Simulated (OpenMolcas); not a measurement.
Lines of La I: computed and rescaled rates

| Property | Result |
| --- | --- |
| Program | OpenMolcas 26.06 |
| Method | MS-CASPT2, IPEA 0.25 Eh, imaginary shift 0.1 Eh (closed shells correlated: 5s 5p) |
| Basis | ANO-RCC-VQZP [9s8p6d4f3g2h] |
| Scalar Hamiltonian | DKH2, point nucleus |
| Active space | 3 electrons in 11 orbitals (5d 6s 6d) |
| State averaging | 2S+1 = 2 even, 49 roots; 2S+1 = 4 even, 20 roots kept (CI in the orbitals of an earlier block) |
| Spin-orbit coupling | state interaction with AMFI integrals over the reference wave functions, term energies averaged over their components |

Rates come from the transition moments of the reference wave functions (E1 and E2 in the length form). At fixed line strength A goes as λ^-3 for E1 and M1 and as λ^-5 for E2, so a rate at the computed wavelength can be rescaled to the measured one. Measured vacuum wavelengths follow from level energies in NIST Handbook of Basic Atomic Spectroscopic Data. Branching counts decays inside the model space alone, at computed energies, and the table is only a selection of the E2 and M1 lines, drawn from those between levels with measured partners whose computed energy lies within a factor of 1.5 of the measured one.

```tsv
Upper	Lower	Type	λ computed (nm)	λ measured (nm)	A computed (s-1)	A rescaled (s-1)	Branching %
5d2 6s 4F 5/2	5d2 6s 4F 3/2	M1	25560	29260	2.47e-03	1.65e-03	94.3
5d2 6s 4F 7/2	5d2 6s 4F 5/2	M1	18690	20640	6.28e-03	4.66e-03	64.1
5d2 6s 4F 9/2	5d2 6s 4F 7/2	M1	14080	15950	9.55e-03	6.57e-03	100.0
5d 6s2 2D 5/2	5d 6s2 2D 3/2	M1	7730	9495	2.39e-02	1.29e-02	100.0
5d2 6s 2F 5/2	5d2 6s 4F 3/2	M1	2687	2302	2.95e-02		36.3
5d2 6s 4P 1/2	5d2 6s 4F 5/2	E2	2017	2369	7.59e-03	3.40e-03	27.4
5d2 6s 2F 7/2	5d 6s2 2D 5/2	E2	1975	1429	1.98e-02	9.98e-02	30.2
5d2 6s 4P 3/2	5d2 6s 4F 5/2	E2	1955	2232	9.28e-03	4.78e-03	24.4
5d2 6s 4P 1/2	5d2 6s 4F 3/2	E2	1869	2191	1.77e-02	7.99e-03	64.1
5d2 6s 2F 5/2	5d 6s2 2D 3/2	E2	1862	1426	2.98e-02	1.13e-01	36.5
5d2 6s 2G 9/2	5d2 6s 4F 9/2	M1	1765	1725	3.70e-02		30.7
5d2 6s 2D 5/2 [67 %]	5d2 6s 4F 7/2	M1	1675	1758	3.90e-02		28.0
5d2 6s 2D 5/2 [67 %]	5d 6s2 2D 5/2	E2	1379	1230	3.18e-02	5.63e-02	22.8
5d2 6s 2G 9/2	5d 6s2 2D 5/2	E2	1306	1128	5.01e-02	1.04e-01	41.6
5d2 6s 2P 3/2 [75 %]	5d 6s2 2D 5/2	E2	1284	1154	2.89e-01	4.93e-01	65.0
5d2 6s 2D 3/2 [64 %]	5d 6s2 2D 3/2	E2	1283	1184	1.39e-01	2.08e-01	59.5
5d2 6s 2P 1/2	5d 6s2 2D 3/2	E2	1195	1106	3.53e-01	5.20e-01	76.4
5d2 6s 2G 7/2	5d 6s2 2D 3/2	E2	1110	1004	1.04e-01	1.72e-01	56.4
5d3 4F 5/2	5d2 6s 4F 7/2	E2	1078	1076	5.36e-01	5.41e-01	31.3
5d3 4F 3/2	5d2 6s 4F 5/2	E2	1054	1062	6.49e-01	6.25e-01	39.0
5d3 4F 7/2	5d2 6s 4F 7/2	E2	1030	1026	6.58e-01	6.71e-01	37.6
5d3 4F 5/2	5d2 6s 4F 5/2	E2	1020	1023	4.28e-01	4.22e-01	25.0
5d3 4F 3/2	5d2 6s 4F 3/2	E2	1012	1024	8.57e-01	8.08e-01	51.5
5d3 4F 5/2	5d2 6s 4F 3/2	E2	980.4	988.2	6.50e-01	6.25e-01	38.0
5d3 4F 7/2	5d2 6s 4F 5/2	E2	976.6	977.7	6.42e-01	6.38e-01	36.7
```

Spin-changing lines and M1 lines between different terms are not rescaled, since their strength hangs on the term gaps too.

The largest correction is for 5d2 6s 2F 7/2 → 5d 6s2 2D 5/2 (E2): 1.98e-02 × (1975 / 1429)^5 = 9.98e-02 s-1, a factor of 5.04.

The computed order of these levels differs from the measured one in 2 places, and where term gaps are wrong the rates of spin-changing lines can be off by large factors.

No measured rate stands beside these. Rescaling mends the energy factor alone: line strengths can still be far off where a level mixes with configurations outside the active space, and weak or spin-changing lines hang on small mixing coefficients that depend on the term gaps too, so rescaling need not improve them.

CASPT2 does not keep the components of a term degenerate, so their means are used; among the terms shown or strongly mixed into the levels shown the widest spread is 990 cm-1 (5d2 6s 4F). Some levels mix across a computed gap that differs much from the measured one, so their mixing is not that of the real levels. Terms from blocks run as CI alone lack orbitals of their own. Active for correlation alone: 6d; no level in the range computed is led by a configuration that fills it, so any true level of that kind is missing. The CASPT2 spread within a term exceeds the gap to the next term for 5d2 6s 2P and 5d2 6s 2G, so the order of their levels is uncertain. Measured partners are found by configuration, term and J. A level has none where our copy of the source lacks it or the pairing is in doubt (some pairs that miss far off the trend of their configuration count as doubtful). Levels of configurations outside the active space are missing.

A share in square brackets marks a mixed level and gives the weight of the term that names it.
